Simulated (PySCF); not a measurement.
## Bond length, frequency and bond energy of InSi⁻ by level of theory

State: ³Σ⁻ (triplet), unpaired electrons π ↑↑. Set-up: PySCF, scalar-relativistic core potentials, basis sets In def2-SVPD with ECP28, Si def2-SVPD. De refers to In + Si⁻ in their high-spin ground configurations, without counterpoise correction. The functionals are run spin-unrestricted. A positive dipole points towards Si; it is taken about the centre of mass and depends on that origin.

```tsv
Level	Re (Å)	ωe (cm⁻¹)	De (eV)	μ (D)	CPU s a point (SCF and correlation, without the integrals)
UHF	2.607	300	n/a	-4.20	0.24
UHF-MP2	2.603	300	n/a	n/a	0.4
UHF-SCS-MP2	2.611	294	n/a	n/a	n/a
UHF-CCSD	2.622	287	n/a	n/a	n/a
UHF-CCSD(T)	2.633	281	n/a	n/a	10
PBE	2.643	270	n/a	-3.69	0.87
revPBE	2.658	265	n/a	-3.79	0.6
BLYP	2.673	257	n/a	-3.69	0.62
r²SCAN	2.611	284	n/a	-3.68	1.2
PBE0	2.609	288	n/a	-3.84	1.3
B2PLYP	2.623	283	n/a	-4.02	0.87
```

The bond length runs from 2.603 Å (UHF-MP2) to 2.673 Å (BLYP).

Correlated steps freeze 9 core orbitals. These are scalar-relativistic numbers at best; spin–orbit coupling would shift them, the dissociation energy most. The highest Kohn–Sham level is positive in this anion. Much of that is self-interaction error, but it also means that the finite basis helps to hold the extra electron. B2PLYP dipoles, levels and charges come from its SCF part alone. The state is the lowest determinant that a PBE0 search found; another state may lie lower at other levels.

The whole job (state search and all levels along the bond) took about 3.5 min on 1 thread of Arm Neoverse V1 (shared host), peak memory 0.71 GiB.
